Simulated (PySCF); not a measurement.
C₂H₈AsGa, singlet, geometry from GFN2-xTB (such geometries of metal compounds can be far from the true shape), with bond 7-6 at 1.8 times its length; PySCF with CASSCF(4,4)/STO-3G.

The PySCF input:
```python
from pyscf import gto, scf, mcscf
import numpy

mol = gto.Mole()
mol.atom = '''
    Ga    0.40985053   -0.56889452    0.35163441
    C     2.16743024   -1.27022054   -0.45993239
    H     2.05209564   -2.29861108   -0.81939084
    H     2.97704479   -1.27822050    0.27675967
    H     2.49241958   -0.65662151   -1.30777085
    C    -0.31040329   -1.51343412    2.03366686
    H    -0.84429195   -3.36778228    1.62733497
    H    -1.18723832   -0.99792520    2.44143014
    H     0.44579178   -1.56423809    2.82332340
    As   -0.82756423    1.29205398   -0.69988220
    H    -2.07932103    0.47900889   -0.46091231
    H    -0.63169256    0.56011210   -2.00832715
'''
mol.basis = 'sto-3g'
mol.verbose = 4
mol.build()

mf = scf.RHF(mol)
mf.kernel()
mc = mcscf.CASSCF(mf, 4, 4)
mc.fix_spin_(ss=0.0)
mc.kernel()
occ = numpy.linalg.eigvalsh(mc.fcisolver.make_rdm1(mc.ci, mc.ncas, mc.nelecas))[::-1]
ss = mc.fcisolver.spin_square(mc.ci, mc.ncas, mc.nelecas)[0]
print('natural occupations', occ.round(4), ' <S^2>', round(ss, 4))
```

Output, abridged:

```
PySCF version 2.14.0

[INPUT] verbose = 4
[INPUT] num. atoms = 12
[INPUT] num. electrons = 84
[INPUT] charge = 0
[INPUT] spin (= nelec alpha-beta = 2S) = 0
[INPUT] symmetry False subgroup None
[INPUT] Mole.unit = angstrom
[INPUT] Symbol           X                Y                Z      unit          X                Y                Z       unit  Magmom
[INPUT]  1 Ga     0.409850530000  -0.568894520000   0.351634410000 AA    0.774505253708  -1.075054836566   0.664492730873 Bohr   0.0
[INPUT]  2 C      2.167430240000  -1.270220540000  -0.459932390000 AA    4.095849547700  -2.400368938397  -0.869146252917 Bohr   0.0
[INPUT]  3 H      2.052095640000  -2.298611080000  -0.819390840000 AA    3.877898741014  -4.343745408091  -1.548424276577 Bohr   0.0
[INPUT]  4 H      2.977044790000  -1.278220500000   0.276759670000 AA    5.625799313663  -2.415486671805   0.522999978625 Bohr   0.0
[INPUT]  5 H      2.492419580000  -0.656621510000  -1.307770850000 AA    4.709990393703  -1.240834821398  -2.471328740190 Bohr   0.0
[INPUT]  6 C     -0.310403290000  -1.513434120000   2.033666860000 AA   -0.586577206264  -2.859975994372   3.843073394004 Bohr   0.0
[INPUT]  7 H     -0.844291950000  -3.367782280000   1.627334970000 AA   -1.595480554675  -6.364186156363   3.075217406227 Bohr   0.0
[INPUT]  8 H     -1.187238320000  -0.997925200000   2.441430140000 AA   -2.243555269389  -1.885805320802   4.613634316859 Bohr   0.0
[INPUT]  9 H      0.445791780000  -1.564238090000   2.823323400000 AA    0.842424372782  -2.955981583713   5.335307987076 Bohr   0.0
[INPUT] 10 As    -0.827564230000   1.292053980000  -0.699882200000 AA   -1.563869745187   2.441628160354  -1.322585677458 Bohr   0.0
[INPUT] 11 H     -2.079321030000   0.479008890000  -0.460912310000 AA   -3.929347271749   0.905195613332  -0.870998033341 Bohr   0.0
[INPUT] 12 H     -0.631692560000   0.560112100000  -2.008327150000 AA   -1.193725933325   1.058458468055  -3.795188282028 Bohr   0.0

nuclear repulsion = 495.543516718846
number of shells = 30
number of NR pGTOs = 162
number of NR cGTOs = 54
basis = sto-3g
ecp = {}

******** <class 'pyscf.scf.hf.RHF'> ********
method = RHF
initial guess = minao
damping factor = 0
level_shift factor = 0
DIIS = <class 'pyscf.scf.diis.CDIIS'>
diis_start_cycle = 1
diis_space = 8
diis_damp = 0
SCF conv_tol = 1e-09
SCF conv_tol_grad = None
SCF max_cycles = 50
direct_scf = True
direct_scf_tol = 1e-13
Set gradient conv threshold to 3.16228e-05
Initial guess from minao.
init E= -4183.56737988446
  HOMO = -0.475445869650783  LUMO = -0.304985208665157  gap/eV = 4.63847
cycle= 1 E= -4189.15404433486  delta_E= -5.59  |g|= 0.674  |ddm|=  3.8
  HOMO = 0.0770577058740559  LUMO = 0.121942002803232  gap/eV = 1.22136
cycle= 2 E= -4189.37443663283  delta_E= -0.22  |g|= 0.284  |ddm|= 1.89
  HOMO = -0.230754290468341  LUMO = 0.145027987966884  gap/eV = 10.22556
cycle= 3 E= -4189.41906599577  delta_E= -0.0446  |g|= 0.089  |ddm|= 0.66
  HOMO = -0.216794509912872  LUMO = 0.164241881009655  gap/eV = 10.36853
cycle= 4 E= -4189.42535172651  delta_E= -0.00629  |g|= 0.0299  |ddm|= 0.233
  HOMO = -0.235733384422485  LUMO = 0.162701803073746  gap/eV = 10.84197
cycle= 5 E= -4189.42668971896  delta_E= -0.00134  |g|= 0.011  |ddm|= 0.134
  HOMO = -0.240241354287902  LUMO = 0.161744731441575  gap/eV = 10.93860
cycle= 6 E= -4189.42682590104  delta_E= -0.000136  |g|= 0.00527  |ddm|= 0.0404
  HOMO = -0.241074251805571  LUMO = 0.161945478109283  gap/eV = 10.96673
cycle= 7 E= -4189.42685763142  delta_E= -3.17e-05  |g|= 0.00291  |ddm|= 0.0165
  HOMO = -0.241376257402902  LUMO = 0.16187849038825  gap/eV = 10.97312
cycle= 8 E= -4189.42688378035  delta_E= -2.61e-05  |g|= 0.00214  |ddm|= 0.0192
  HOMO = -0.241320705362965  LUMO = 0.161816210140716  gap/eV = 10.96991
cycle= 9 E= -4189.4269012587  delta_E= -1.75e-05  |g|= 0.00188  |ddm|= 0.0145
  HOMO = -0.241361183709088  LUMO = 0.161795167990861  gap/eV = 10.97044
cycle= 10 E= -4189.42692537317  delta_E= -2.41e-05  |g|= 0.00158  |ddm|= 0.0226
  HOMO = -0.24179825033427  LUMO = 0.161764439029913  gap/eV = 10.98150
cycle= 11 E= -4189.42696323199  delta_E= -3.79e-05  |g|= 0.00106  |ddm|= 0.0502
  HOMO = -0.242253939692915  LUMO = 0.16171644789548  gap/eV = 10.99259
cycle= 12 E= -4189.42697536712  delta_E= -1.21e-05  |g|= 0.000808  |ddm|= 0.0266
  HOMO = -0.242506526007047  LUMO = 0.161714932770323  gap/eV = 10.99943
cycle= 13 E= -4189.42698092283  delta_E= -5.56e-06  |g|= 0.000696  |ddm|= 0.0149
  HOMO = -0.242562665426043  LUMO = 0.161795720126589  gap/eV = 11.00315
cycle= 14 E= -4189.42698406887  delta_E= -3.15e-06  |g|= 0.000665  |ddm|= 0.00833
  HOMO = -0.242851112164438  LUMO = 0.161772416405586  gap/eV = 11.01037
cycle= 15 E= -4189.42698731855  delta_E= -3.25e-06  |g|= 0.000611  |ddm|= 0.00869
  HOMO = -0.243303975887046  LUMO = 0.162041327512821  gap/eV = 11.03001
cycle= 16 E= -4189.42699748849  delta_E= -1.02e-05  |g|= 0.00058  |ddm|= 0.0342
  HOMO = -0.243620204993226  LUMO = 0.162141368174534  gap/eV = 11.04133
cycle= 17 E= -4189.427002729  delta_E= -5.24e-06  |g|= 0.000365  |ddm|= 0.0293
  HOMO = -0.243677111324684  LUMO = 0.162168542727699  gap/eV = 11.04362
cycle= 18 E= -4189.42700406744  delta_E= -1.34e-06  |g|= 0.000218  |ddm|= 0.0133
  HOMO = -0.243682380380205  LUMO = 0.162194617409426  gap/eV = 11.04448
cycle= 19 E= -4189.42700447244  delta_E= -4.05e-07  |g|= 0.0002  |ddm|= 0.00506
  HOMO = -0.243676259584119  LUMO = 0.162193658134113  gap/eV = 11.04428
cycle= 20 E= -4189.42700479721  delta_E= -3.25e-07  |g|= 0.000184  |ddm|= 0.00286
  HOMO = -0.243661079370754  LUMO = 0.162213579891766  gap/eV = 11.04441
cycle= 21 E= -4189.42700525767  delta_E= -4.6e-07  |g|= 0.000159  |ddm|= 0.00477
  HOMO = -0.243626531775387  LUMO = 0.162259871369054  gap/eV = 11.04473
cycle= 22 E= -4189.42700589966  delta_E= -6.42e-07  |g|= 0.000121  |ddm|= 0.00866
  HOMO = -0.243584061628057  LUMO = 0.162265213880449  gap/eV = 11.04372
cycle= 23 E= -4189.42700632799  delta_E= -4.28e-07  |g|= 9.45e-05  |ddm|= 0.0094
  HOMO = -0.243545621936651  LUMO = 0.162301112308799  gap/eV = 11.04365
cycle= 24 E= -4189.42700641403  delta_E= -8.6e-08  |g|= 5.6e-05  |ddm|= 0.0038
  HOMO = -0.243542349069345  LUMO = 0.162303557129297  gap/eV = 11.04363
cycle= 25 E= -4189.42700643645  delta_E= -2.24e-08  |g|= 4.48e-05  |ddm|= 0.00134
  HOMO = -0.243531503915376  LUMO = 0.162306484624969  gap/eV = 11.04341
cycle= 26 E= -4189.42700645287  delta_E= -1.64e-08  |g|= 3.85e-05  |ddm|= 0.000851
  HOMO = -0.243524043625898  LUMO = 0.162313453972297  gap/eV = 11.04340
cycle= 27 E= -4189.42700646899  delta_E= -1.61e-08  |g|= 3.23e-05  |ddm|= 0.000976
  HOMO = -0.243515692836479  LUMO = 0.162316541637225  gap/eV = 11.04326
cycle= 28 E= -4189.42700648506  delta_E= -1.61e-08  |g|= 2.39e-05  |ddm|= 0.00106
  HOMO = -0.243508104672102  LUMO = 0.162322133980772  gap/eV = 11.04320
cycle= 29 E= -4189.42700649438  delta_E= -9.32e-09  |g|= 1.83e-05  |ddm|= 0.00098
  HOMO = -0.243505299507733  LUMO = 0.162322970192873  gap/eV = 11.04315
cycle= 30 E= -4189.42700649699  delta_E= -2.61e-09  |g|= 1.64e-05  |ddm|= 0.000313
  HOMO = -0.243505220214478  LUMO = 0.162323004316461  gap/eV = 11.04315
cycle= 31 E= -4189.42700649849  delta_E= -1.5e-09  |g|= 1.52e-05  |ddm|= 0.0002
  HOMO = -0.243503183812798  LUMO = 0.162323774939442  gap/eV = 11.04311
cycle= 32 E= -4189.42700650056  delta_E= -2.07e-09  |g|= 1.34e-05  |ddm|= 0.000322
  HOMO = -0.243502029248  LUMO = 0.162324546364868  gap/eV = 11.04310
cycle= 33 E= -4189.42700650359  delta_E= -3.02e-09  |g|= 1.01e-05  |ddm|= 0.000646
  HOMO = -0.243498912897434  LUMO = 0.1623262924939  gap/eV = 11.04307
cycle= 34 E= -4189.42700650498  delta_E= -1.4e-09  |g|= 8.2e-06  |ddm|= 0.000434
  HOMO = -0.243498511861991  LUMO = 0.162327102756998  gap/eV = 11.04308
cycle= 35 E= -4189.4270065055  delta_E= -5.13e-10  |g|= 7.41e-06  |ddm|= 0.000178
  HOMO = -0.2434984423097  LUMO = 0.162327334225585  gap/eV = 11.04308
Extra cycle  E= -4189.42700650562  delta_E= -1.28e-10  |g|= 7.13e-06  |ddm|= 2.69e-05
converged SCF energy = -4189.42700650562

******** <class 'pyscf.mcscf.mc1step.CASSCF'> ********
CAS (2e+2e, 4o), ncore = 40, nvir = 10
max_cycle_macro = 50
max_cycle_micro = 4
conv_tol = 1e-07
conv_tol_grad = None
orbital rotation max_stepsize = 0.02
orbital rotation threshold for CI restart = 0.01
augmented hessian ah_max_cycle = 30
augmented hessian ah_conv_tol = 1e-12
augmented hessian ah_linear dependence = 1e-14
augmented hessian ah_level shift = 1e-08
augmented hessian ah_start_tol = 2.5
augmented hessian ah_start_cycle = 3
augmented hessian ah_grad_trust_region = 3
kf_trust_region = 3
kf_interval = 4
ci_response_space = 4
ci_grad_trust_region = 3
with_dep4 0
natorb = False
canonicalization = True
sorting_mo_energy = False
ao2mo_level = 2
internal_rotation = False
******** <class 'pyscf.fci.addons.SpinPenaltyFCISolver'> ********
max. cycles = 50
conv_tol = 1e-08
davidson only = True
linear dependence = 1e-12
level shift = 0.001
max iter space = 12
nroots = 1
pspace_size = 400
spin = None
CASCI E = -4189.42859874336  S^2 = 0.0000000
Set conv_tol_grad to 0.000316228
macro iter   1 ( 21 JK    4 micro), CASSCF E = -4189.46115281324  dE = -3.25540699e-02  S^2 = 0.0000000
               |grad[o]|=0.0461  |grad[c]|=0.0414  |ddm|=0.151  |maxRot[o]|=0.301
macro iter   2 ( 21 JK    4 micro), CASSCF E = -4189.54349878879  dE = -8.23459755e-02  S^2 = 0.0000000
               |grad[o]|=0.139  |grad[c]|=0.0724  |ddm|=0.297  |maxRot[o]|=0.253
macro iter   3 ( 21 JK    4 micro), CASSCF E = -4189.61202848335  dE = -6.85296946e-02  S^2 = 0.0000000
               |grad[o]|=0.323  |grad[c]|=0.0674  |ddm|=0.183  |maxRot[o]|=0.118
macro iter   4 ( 21 JK    4 micro), CASSCF E = -4189.62330613418  dE = -1.12776508e-02  S^2 = 0.0000000
               |grad[o]|=0.101  |grad[c]|=0.0137  |ddm|=0.0343  |maxRot[o]|=0.0811
macro iter   5 ( 21 JK    4 micro), CASSCF E = -4189.62571717128  dE = -2.41103710e-03  S^2 = 0.0000000
               |grad[o]|=0.0345  |grad[c]|=0.00551  |ddm|=0.0309  |maxRot[o]|=0.144
macro iter   6 ( 21 JK    4 micro), CASSCF E = -4189.62628162611  dE = -5.64454835e-04  S^2 = 0.0000000
               |grad[o]|=0.0122  |grad[c]|=0.00217  |ddm|=0.0218  |maxRot[o]|=0.123
macro iter   7 ( 15 JK    4 micro), CASSCF E = -4189.62632732440  dE = -4.56982907e-05  S^2 = 0.0000000
               |grad[o]|=0.00469  |grad[c]|=0.000777  |ddm|=0.00193  |maxRot[o]|=0.0498
macro iter   8 (  9 JK    2 micro), CASSCF E = -4189.62632849933  dE = -1.17492345e-06  S^2 = 0.0000000
               |grad[o]|=0.000538  |grad[c]|=9.78e-05  |ddm|=0.000598  |maxRot[o]|=0.0251
macro iter   9 (  8 JK    1 micro), CASSCF E = -4189.62632865369  dE = -1.54359441e-07  S^2 = 0.0000000
               |grad[o]|=9.48e-05  |grad[c]|=9.28e-05  |ddm|=0.000207  |maxRot[o]|=0.00494
macro iter  10 (  3 JK    1 micro), CASSCF E = -4189.62632865927  dE = -5.57793101e-09  S^2 = 0.0000000
               |grad[o]|=3.45e-05  |grad[c]|=3.36e-05  |ddm|=3.74e-05  |maxRot[o]|=0.000189
1-step CASSCF converged in  10 macro (161 JK  32 micro) steps
CASSCF canonicalization
Density matrix diagonal elements [1.61915051 1.0913094  0.95152689 0.3380132 ]
CASSCF energy = -4189.62632865927
CASCI E = -4189.62632865927  E(CI) = -3.62759024832212  S^2 = 0.0000000
natural occupations [1.715  1.0109 0.9891 0.2849]  <S^2> 0.0
```
